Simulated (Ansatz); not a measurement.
System: SiNH3F, charge 0, doublet. SiNH3F (SMILES N[SiH]F, doublet).
B3LYP-D3(BJ)/def2-TZVP minimum from Ansatz (an electronic-structure program):
```
N
H 1 1.0082
H 1 1.0089 2 111.70
Si 1 1.7148 2 122.35 3 152.93
F 4 1.6141 1 108.64 2 62.13
H 4 1.4928 5 108.76 1 -114.80
```
Charge 0, spin multiplicity 2.

Total energies in hartree (Ansatz). Open shells are spin-unrestricted; no spin-orbit coupling. Correlated methods leave the cores frozen. No relativity. For partners of very few electrons the exact lower level stands in for a higher one.

| species | HF/cc-pV(T+d)Z | CCSD(T)/cc-pV(T+d)Z | HF/cc-pV(Q+d)Z | CCSD(T)/cc-pV(Q+d)Z | CCSD(T)/cc-pV(D+d)Z | CCSDT(Q)/cc-pV(D+d)Z |
|---|---|---|---|---|---|---|
| 1: SiNH3F (SMILES N[SiH]F, doublet) | -444.70050 | -445.30698 | -444.71943 | -445.37149 | -445.09393 | -445.09572 |
| 2: Si (triplet) | -288.85649 | -288.93344 | -288.85845 | -288.93781 | -288.91643 | -288.91690 |
| 3: N (quartet) | -54.40069 | -54.51471 | -54.40372 | -54.52482 | -54.47850 | -54.47866 |
| 4: F (doublet) | -99.40552 | -99.62036 | -99.41377 | -99.65026 | -99.52757 | -99.52776 |
| 5: H (doublet) | -0.49981 | -0.49981 | -0.49995 | -0.49995 | -0.49928 | -0.49928 |

Question: Work out the atomisation energy (electronic, to ground-state atoms) in kJ/mol: take Hartree-Fock from cc-pV(Q+d)Z, extrapolate the CCSD(T) correlation energy as X^-3 (X = 3, 4), and add CCSDT(Q) - CCSD(T) in cc-pV(D+d)Z. 1 hartree = 2625.5 kJ/mol.

Answer: 
Species 1: correlation (64·(-0.65206) - 27·(-0.60648))/37 = -0.68532; step -0.00179; E1 = -444.71943 + (-0.68532) + (-0.00179) = -445.40654
Species 2: correlation (64·(-0.07936) - 27·(-0.07695))/37 = -0.08112; step -0.00047; E2 = -288.85845 + (-0.08112) + (-0.00047) = -288.94004
Species 3: correlation (64·(-0.12110) - 27·(-0.11402))/37 = -0.12627; step -0.00016; E3 = -54.40372 + (-0.12627) + (-0.00016) = -54.53015
Species 4: correlation (64·(-0.23649) - 27·(-0.21484))/37 = -0.25229; step -0.00019; E4 = -99.41377 + (-0.25229) + (-0.00019) = -99.66625
Species 5: correlation (64·(0.00000) - 27·(0.00000))/37 = 0.00000; step +0.00000; E5 = -0.49995 + (0.00000) + (+0.00000) = -0.49995
-1·E1 +1·E2 +1·E3 +1·E4 +3·E5 = 0.77025 hartree = 2022.3 kJ/mol.
